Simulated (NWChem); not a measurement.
System: LiCl; SMILES [Cl][Li]

Here is an NWChem input.

```
start job
memory heap 200 mb stack 900 mb global 1100 mb
geometry units angstroms noautosym nocenter noautoz
  Li     0.000000     0.000000    -1.712326
  Cl     0.000000     0.000000     0.342703
end
basis spherical
  Li library aug-cc-pvdz
  Cl library aug-cc-pvdz
end
dft
  xc bhlyp
  iterations 150
end
property
  response 1 0.0
end
task dft property
```

Parts of the log:

```
             Northwest Computational Chemistry Package (NWChem) 7.3.0
             --------------------------------------------------------

                             Geometry "geometry" -> ""
                             -------------------------

 Output coordinates in angstroms (scale by  1.889725989 to convert to a.u.)

  No.       Tag          Charge          X              Y              Z
 ---- ---------------- ---------- -------------- -------------- --------------
    1 Li                   3.0000     0.00000000     0.00000000    -1.71232600
    2 Cl                  17.0000     0.00000000     0.00000000     0.34270300

 Effective nuclear repulsion energy (a.u.)      13.1326807062

                              NWChem Property Module
                              ----------------------

                                 NWChem DFT Module
                                 -----------------

 Summary of "ao basis" -> "ao basis" (spherical)
 ------------------------------------------------------------------------------
       Tag                 Description            Shells   Functions and Types
 ---------------- ------------------------------  ------  ---------------------
 Li                       aug-cc-pvdz                9       23   4s3p2d
 Cl                       aug-cc-pvdz               11       27   5s4p2d

            General Information
            -------------------
          SCF calculation type: DFT
          Wavefunction type:  closed shell.
          No. of atoms     :     2
          No. of electrons :    20
           Alpha electrons :    10
            Beta electrons :    10
          Charge           :     0
          Spin multiplicity:     1
          Use of symmetry is: off; symmetry adaption is: off
          Maximum number of iterations: 150
          AO basis - number of functions:    50
                     number of shells:    20
          Convergence on energy requested:  1.00D-06
          Convergence on density requested:  1.00D-05
          Convergence on gradient requested:  5.00D-04

              XC Information
              --------------
                        BHLYP Method XC Functional
                     Hartree-Fock (Exact) Exchange  0.500
                        Slater Exchange Functional  0.500 local
                    Becke 1988 Exchange Functional  0.500 non-local
              Lee-Yang-Parr Correlation Functional  1.000

             Grid Information
             ----------------
          Grid used for XC integration:  medium
          Radial quadrature: Mura-Knowles
          Angular quadrature: Lebedev.
          Tag              B.-S. Rad. Rad. Pts. Rad. Cut. Ang. Pts.
          ---              ---------- --------- --------- ---------
          Li                  1.45       49          21.0       434
          Cl                  1.00       88          14.0       590
          Grid pruning is: on
          Number of quadrature shells:   137
          Spatial weights used:  Erf1

      Superposition of Atomic Density Guess
      -------------------------------------

 Sum of atomic energies:        -466.90853121

      Non-variational initial energy
      ------------------------------

 Total energy =    -466.828985
 1-e energy   =    -670.353418
 2-e energy   =     190.391752
 HOMO         =      -0.462115
 LUMO         =      -0.050104

   convergence    iter        energy       DeltaE   RMS-Dens  Diis-err
 ---------------- ----- ----------------- --------- --------- ---------
 d= 0,ls=0.0,diis     1   -467.7781286678 -4.81D+02  1.33D-02  1.51D-01
 d= 0,ls=0.0,diis     2   -467.7914032318 -1.33D-02  4.42D-03  9.11D-02
 d= 0,ls=0.0,diis     3   -467.8045493854 -1.31D-02  4.49D-04  1.35D-04
 d= 0,ls=0.0,diis     4   -467.8045981363 -4.88D-05  7.09D-05  4.06D-06
 d= 0,ls=0.0,diis     5   -467.8045998973 -1.76D-06  1.28D-05  9.27D-08
 d= 0,ls=0.0,diis     6   -467.8045999477 -5.04D-08  1.79D-06  3.58D-09

         Total DFT energy =     -467.804599947686
      One electron energy =     -673.264675142537
           Coulomb energy =      222.531094140554
    Exchange-Corr. energy =      -30.203699651904
 Nuclear repulsion energy =       13.132680706202

 Numeric. integr. density =       20.000001898185

                       DFT Final Molecular Orbital Analysis
                       ------------------------------------

 Vector    8  Occ=2.000000D+00  E=-3.331465D-01
              MO Center= -1.7D-10,  1.5D-10,  2.8D-01, r^2= 1.3D+00
   Bfn.  Coefficient  Atom+Function         Bfn.  Coefficient  Atom+Function
  ----- ------------  ---------------      ----- ------------  ---------------
    34      0.573628  2 Cl pz                37      0.392836  2 Cl pz
    28      0.265594  2 Cl s                  7     -0.247152  1 Li pz
     2     -0.236498  1 Li s                  3     -0.113052  1 Li s
    27      0.087449  2 Cl s                 26      0.056384  2 Cl s
    16     -0.039899  1 Li d  0              40     -0.033099  2 Cl pz

 Vector    9  Occ=2.000000D+00  E=-3.062142D-01
              MO Center= -2.0D-10,  1.9D-10,  2.7D-01, r^2= 1.4D+00
   Bfn.  Coefficient  Atom+Function         Bfn.  Coefficient  Atom+Function
  ----- ------------  ---------------      ----- ------------  ---------------
    33      0.414509  2 Cl py                32      0.404170  2 Cl px
    36      0.325346  2 Cl py                35      0.317232  2 Cl px
     6      0.067018  1 Li py                 5      0.065346  1 Li px
    39      0.049773  2 Cl py                38      0.048532  2 Cl px

 Vector   10  Occ=2.000000D+00  E=-3.062142D-01
              MO Center= -3.7D-09,  3.6D-09,  2.7D-01, r^2= 1.4D+00
   Bfn.  Coefficient  Atom+Function         Bfn.  Coefficient  Atom+Function
  ----- ------------  ---------------      ----- ------------  ---------------
    32      0.414509  2 Cl px                33     -0.404170  2 Cl py
    35      0.325346  2 Cl px                36     -0.317232  2 Cl py
     5      0.067018  1 Li px                 6     -0.065346  1 Li py
    38      0.049773  2 Cl px                39     -0.048532  2 Cl py

 Vector   11  Occ=0.000000D+00  E=-4.499795D-02
              MO Center= -1.5D-08,  1.4D-08, -2.9D+00, r^2= 6.6D+00
   Bfn.  Coefficient  Atom+Function         Bfn.  Coefficient  Atom+Function
  ----- ------------  ---------------      ----- ------------  ---------------
     3      0.364204  1 Li s                  7     -0.361689  1 Li pz
     2      0.279325  1 Li s                  4      0.237115  1 Li s
    10     -0.231190  1 Li pz                28      0.150954  2 Cl s
    34      0.069084  2 Cl pz                27     -0.051859  2 Cl s
     1     -0.042480  1 Li s                 21     -0.042107  1 Li d  0

 Vector   12  Occ=0.000000D+00  E= 4.687446D-03
              MO Center= -8.2D-09, -3.8D-09, -1.9D+00, r^2= 4.6D+01
   Bfn.  Coefficient  Atom+Function         Bfn.  Coefficient  Atom+Function
  ----- ------------  ---------------      ----- ------------  ---------------
    12      0.601002  1 Li py                11      0.544290  1 Li px
     9      0.196075  1 Li py                 8      0.177573  1 Li px
     6      0.149429  1 Li py                 5      0.135329  1 Li px
    39     -0.111415  2 Cl py                38     -0.100902  2 Cl px
    33     -0.050978  2 Cl py                32     -0.046167  2 Cl px

 Vector   13  Occ=0.000000D+00  E= 4.687446D-03
              MO Center= -8.9D-08,  8.1D-08, -1.9D+00, r^2= 4.6D+01
   Bfn.  Coefficient  Atom+Function         Bfn.  Coefficient  Atom+Function
  ----- ------------  ---------------      ----- ------------  ---------------
    11      0.601002  1 Li px                12     -0.544290  1 Li py
     8      0.196075  1 Li px                 9     -0.177573  1 Li py
     5      0.149429  1 Li px                 6     -0.135329  1 Li py
    38     -0.111415  2 Cl px                39      0.100902  2 Cl py
    32     -0.050978  2 Cl px                33      0.046167  2 Cl py

     Multipole analysis of the density
     ---------------------------------

     L   x y z        total         alpha         beta         nuclear
     -   - - -        -----         -----         ----         -------
     0   0 0 0     -0.000000    -10.000000    -10.000000     20.000000

     1   1 0 0      0.000000      0.000000      0.000000      0.000000
     1   0 1 0     -0.000000     -0.000000     -0.000000      0.000000
     1   0 0 1     -2.848569     -2.075269     -2.075269      1.301970

     2   2 0 0    -12.426272     -6.213136     -6.213136      0.000000
     2   1 1 0     -0.000000     -0.000000     -0.000000      0.000000
     2   1 0 1     -0.000000     -0.000000     -0.000000      0.000000
     2   0 2 0    -12.426272     -6.213136     -6.213136      0.000000
     2   0 1 1      0.000000      0.000000      0.000000      0.000000
     2   0 0 2     -1.773139    -20.157375    -20.157375     38.541611

 *** CALLING NEW AORESP DRIVER FOR CLOSED AND OPEN SHELLS ***
 Entering AOResponse driver routine

--------------------------------------------------------------------------------

          -----------------------------------------------
          Solving response equations for perturbing field
          -----------------------------------------------

[...]

 DFT Linear Response polarizability / au
 Frequency  =       0.0000000 / au
              X              Y              Z
 -----------------------------------------------
 X      23.8691955      0.0000002      0.0000001
 Y       0.0000002     23.8691955     -0.0000001
 Z       0.0000001     -0.0000001     26.1258320
 -----------------------------------------------
 Eigenvalues =      23.8691954     23.8691957     26.1258320
 Isotropic   =      24.6214077
 Anisotropic =       2.2566365
 -----------------------------------------------

 Magnetic Dipole Response Matrix (nonzero elements):

 Exiting AOResponse driver routine
```

Level: BHandHLYP/aug-cc-pVDZ. The geometry was optimised at B3LYP/6-31G* (spherical d).
